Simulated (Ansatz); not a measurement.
Ansatz (a quantum-chemistry and plane-wave program) input:
A basis named .json is the Basis Set Exchange file of that set.

Ansatz 0.2 input:
```yaml
crystal:
  periodic: [false, false, false]
  atoms:
    - {symbol: Sn, position_ang: [0.17068257, 0.21542416, 0.09247207]}
    - {symbol: O, position_ang: [1.50694485, -1.00880762, -0.60548252]}
    - {symbol: F, position_ang: [-1.04494135, -0.79635486, 1.33529394]}
    - {symbol: F, position_ang: [-1.24280171, 0.49627186, -1.31082095]}
basis:
  gaussian:
    orbitals: def2-TZVPPD.json
hamiltonian:
  xc: hf
total_charge: -1
magnetization: {spin_polarized: true, initial_magnetization: 1}
```

Task: What final total energy does it print?

Result: -487.31735 Eh (HF/def2-TZVPPD). The basis has 176 functions.
